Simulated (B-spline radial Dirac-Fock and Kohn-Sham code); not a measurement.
**Lu 5s: cross section and angular parameters**

System: atomic lutetium in the configuration [Xe] 4f14 5d1 6s2; threshold 65.62 eV (orbital energy of the model). These are calculated numbers from an atomic code on a B-spline grid; the model is Dirac-Hartree-Slater photoionisation with a Latter tail; cross sections with all multipoles, angular parameters from the dipole term and its interference with E2.

For linearly polarised light dσ/dΩ = σ/(4π) [1 + β P₂(cos θ) + (δ + γ cos²θ) sin θ cos φ], with θ from the polarisation vector and φ the angle between the beam and the projection of the electron momentum on the plane normal to the polarisation.

```tsv
hν (eV)	σ (kb)	β	γ
99.3	66.8	1.039	-0.243
111	71.5	1.284	-0.144
116	72.6	1.356	-0.108
129	73.1	1.489	-0.028
200	60.6	1.744	0.202
248	50.0	1.798	0.276
256	48.5	1.804	0.285
300	40.9	1.830	0.326
372	31.9	1.857	0.369
400	29.3	1.865	0.381
718	13.3	1.906	0.423
722	13.2	1.907	0.422
1110	6.98	1.925	0.384
1180	6.36	1.928	0.374
1220	6.04	1.929	0.367
1253.6	5.79	1.930	0.362
1400	4.87	1.933	0.336
1740	3.43	1.939	0.276
1840	3.13	1.941	0.258
2070	2.58	1.943	0.217
2230	2.27	1.945	0.190
4000	0.815	1.955	-0.036
5414.7	?	?	?
5750	0.416	1.959	-0.134
8047.8	0.217	1.961	-0.139
8270	0.206	1.962	-0.135
9320	0.163	1.962	-0.107
12000	0.0981	1.963	0.010
```

**Question.** Give the values at Cr Kα (5414.7 eV).

**Answer.** σ = 0.466 kb, β = 1.958, γ = -0.123. For an s subshell δ is negligible.
